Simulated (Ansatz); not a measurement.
Total energies of Ga8N8H22, a nanocrystal cut from wurtzite GaN (hydrogen-capped) from Ansatz at PBE0-D4/def2-TZVP, gas phase (1 Eh = 27.2114 eV = 2625.5 kJ/mol). The reference geometry is relaxed at r2SCAN-D4/def2-SVP.

Cartesian coordinates in Å:
```
Ga 1.043 2.828 -2.194
N -0.929 2.401 -2.406
N 1.553 1.318 -0.990
Ga 0.626 1.441 0.739
Ga -1.659 0.745 -1.561
N -1.249 0.957 0.343
N 1.302 -0.031 1.853
Ga 0.523 0.034 3.691
Ga -1.912 -0.615 1.307
N -1.425 -0.262 3.211
Ga 1.417 -0.365 -1.958
N -0.496 -0.713 -2.106
N 2.052 -1.734 -0.641
Ga 1.144 -1.835 1.140
Ga -1.064 -2.442 -1.252
N -0.743 -2.040 0.691
H 1.128 4.188 -1.419
H 1.678 2.596 -3.613
H -1.472 3.200 -2.066
H -1.139 2.367 -3.407
H 2.547 1.488 -0.795
H 0.743 2.847 1.417
H -3.177 0.604 -1.911
H -1.819 1.746 0.668
H 2.300 0.159 2.005
H 0.630 1.487 4.271
H 0.960 -1.251 4.484
H -3.452 -0.871 1.199
H -1.966 0.546 3.535
H -1.776 -1.038 3.779
H 2.230 -0.492 -3.288
H -0.682 -0.888 -3.101
H 3.061 -1.631 -0.503
H 1.944 -2.652 -1.087
H 1.764 -2.995 1.986
H -2.604 -2.640 -1.482
H -0.025 -3.554 -1.688
H -1.058 -2.903 1.149
```

```tsv
state	geometry	energy (Eh)
charge 0 singlet	reference	-15848.31471
charge 1 doublet	reference	-15847.98893
charge 1 doublet	relaxed at r2SCAN-D4/def2-SVP	-15847.99773
charge -1 doublet	reference	-15848.29250
charge -1 doublet	relaxed at r2SCAN-D4/def2-SVP	-15848.29832
free Ga atom (doublet)	–	-1924.55212
free N atom (quartet)	–	-54.54382
free H atom (doublet)	–	-0.50104
```

Single mean-field runs in def2-TZVP are fitted with def2-universal-jkfit.

(1) Work out the vertical ionisation energy to the doublet.

(2) Work out the vertical electron affinity, to the doublet.

(3) Give the fundamental gap IE − EA, the Mulliken electronegativity (IE + EA)/2 and the hardness (IE − EA)/2.

(4) How much does the charge 1 doublet relax, and what is the adiabatic ionisation energy?

(5) How much does the charge -1 doublet relax, and what is the adiabatic electron affinity?

(6) What is the binding energy per atom against free atoms?

(1) E(charge 1 doublet) − E(charge 0 singlet) = -15847.98893 − (-15848.31471) = 0.32578 Eh = 8.86 eV. For comparison, −ε of the highest occupied level is 7.53 eV at this level, 1.33 eV less.

(2) E(charge 0 singlet) − E(charge -1 doublet) = -15848.31471 − (-15848.29250) = -0.02221 Eh = -0.60 eV; negative, so the extra electron isn't bound. The basis lacks diffuse functions, which makes affinities too small.

(3) From the values in Eh: IE − EA = 0.32578 − (-0.02221) = 0.34799 Eh = 9.47 eV; (IE + EA)/2 = 4.13 eV; (IE − EA)/2 = 4.73 eV. The HOMO–LUMO gap of the same run is 7.20 eV, 2.27 eV smaller than the fundamental gap.

(4) Relaxation: -15847.98893 − (-15847.99773) = 0.00880 Eh = 0.24 eV. Adiabatic ionisation energy: 0.31698 Eh = 8.63 eV, without zero-point energy. 

(5) Relaxation: -15848.29250 − (-15848.29832) = 0.00582 Eh = 0.16 eV. Adiabatic electron affinity: -0.01639 Eh = -0.45 eV, without zero-point energy. 

(6) Atoms: 8 × (-1924.55212) + 8 × (-54.54382) + 22 × (-0.50104) = -15843.79040 Eh. Binding: -15843.79040 − (-15848.31471) = 4.52431 Eh = 123.11 eV, or 3.24 eV for each of 38 atoms (no zero-point energy, no counterpoise term).

At PBE0-D4/def2-TZVP the highest occupied level of the charge -1 doublet lies above zero (up to 1.68 eV). By energy differences it is unbound by 0.60 eV (vertical, to the charge 0 singlet, at PBE0-D4/def2-TZVP) and held by the finite basis. At PBE0-D4/def2-TZVP the highest occupied level of the relaxed charge -1 doublet lies above zero (up to 0.34 eV). By energy differences, losing it releases 0.45 eV (each at its own geometry, to the charge 0 singlet, at PBE0-D4/def2-TZVP).
